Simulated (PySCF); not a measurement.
**How the method changes the constants of RbSi**

State: ⁴Σ⁻ (quartet), unpaired electrons σ ↑, π ↑↑. Set-up: Rb def2-SVPD with ECP28, Si def2-SVPD; scalar-relativistic core potentials (PySCF 2.14). De refers to Rb + Si in their high-spin ground configurations, without counterpoise correction. The functionals are run spin-unrestricted. A positive dipole means Rb(−)Si(+).

| Level | Re (Å) | ωe (cm⁻¹) | De (eV) | μ (D) | CPU s a point (SCF and correlation, without the integrals) |
| --- | --- | --- | --- | --- | --- |
| UHF | 3.307 | 171 | 1.09 | -11.66 | 0.12 |
| UHF-MP2 | 3.247 | 177 | 1.43 | n/a | 0.2 |
| UHF-SCS-MP2 | 3.255 | 176 | 1.30 | n/a | n/a |
| UHF-CCSD | 3.255 | 175 | 1.33 | n/a | n/a |
| UHF-CCSD(T) | 3.253 | 175 | 1.37 | n/a | 4.9 |
| PBE | 3.229 | 166 | 1.58 | -9.01 | 0.52 |
| TPSS | 3.235 | 169 | 1.69 | -9.71 | 0.8 |
| r²SCAN | 3.237 | 172 | 1.70 | -10.26 | 0.78 |
| M06-L | 3.217 | 182 | 2.06 | -11.24 | 1.1 |
| r²SCANh | 3.231 | 174 | 1.68 | -10.39 | 0.8 |
| PBE0 | 3.215 | 174 | 1.57 | -9.92 | 0.77 |
| CAM-B3LYP | 3.215 | 176 | 1.31 | -10.14 | 0.8 |

(1) Which functional lies closest to UHF-CCSD(T) in De, which farthest, and by how much do they differ from it?

(2) What does the step from GGA to meta-GGA do here, going from PBE to r²SCAN?

(3) What does second-order correlation do here, going from UHF to UHF-MP2?

Correlated steps freeze 5 core orbitals. Correlated levels converge slowly with the basis: in double zeta they bind strong bonds too weakly, by up to about 1 eV, and carry superposition errors of some tenths. Spin–orbit coupling is left out. The state is the lowest determinant that a PBE0 search found; another state may lie lower at other levels.

The whole job (state search and all levels along the bond) took about 2.4 min on 1 thread of Arm Neoverse V2 (shared host), peak memory 0.63 GiB.

Answers

(1) Closest is CAM-B3LYP (-3.8 pm in Re, +0.6 % in ωe, -0.06 eV in De against UHF-CCSD(T) in the same basis), farthest M06-L (-3.6 pm in Re, +4.0 % in ωe, +0.69 eV in De). CCSD(T) converges more slowly with the basis than the functionals do and binds too weakly in this one, so the order can change at the basis-set limit.

(2) r²SCAN less PBE: +0.8 pm in Re, +3.6 % in ωe, +0.12 eV in De. 

(3) UHF-MP2 less UHF: -6.0 pm in Re, +3.5 % in ωe, +0.34 eV in De. Correlation nearly always deepens the well. The bond shortens, as in weak, metallic or heavy-atom bonds, where dispersion and the correlation of outer-core electrons pull the atoms together.
